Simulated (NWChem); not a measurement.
# CH$_{8}$N$_{2}$Si; SMILES NC[SiH2]N

```xyz
12

N     -0.1274     2.1673    -0.0100
C      0.6540     0.9467     0.0919
Si    -0.4964    -0.5506     0.0363
N      0.4450    -2.0086    -0.0253
H     -0.5845     2.2285    -0.9175
H      0.4590     2.9948     0.0747
H      1.1557     0.9112     1.0746
H      1.4662     0.8261    -0.6607
H     -1.3385    -0.6418     1.2659
H     -1.4228    -0.3364    -1.1338
H      0.0326    -2.8707     0.3128
H      1.0358    -2.1958    -0.8281
```
Atoms are numbered in this order, from 1.

Program: NWChem. Pople sets run with spherical d functions. Structure relaxed at the PBE0/def2-SVP level. Level M06-L/6-31G*: energy and gradient on several grids; changes count from the extra-fine grid, which is no exact limit either.

Q: Which is the coarsest grid (fine; xfine; medium; xcoarse; coarse) from which on the energy stays within 100 μHa and each gradient component within 200 μHa/bohr of xfine?

A: fine.
| grid | size of the energy change (μHa) | largest change of a gradient component (μHa/bohr) | time, medium = 1 (rough) |
|---|---|---|---|
| xcoarse | 8000 | 5000 | 0.5 |
| coarse | 1000 | 1000 | about 1 |
| medium | 90 | 600 | about 1 |
| fine | < 10 | 100 | about 1 |
| xfine | < 10 | < 30 | 2 |
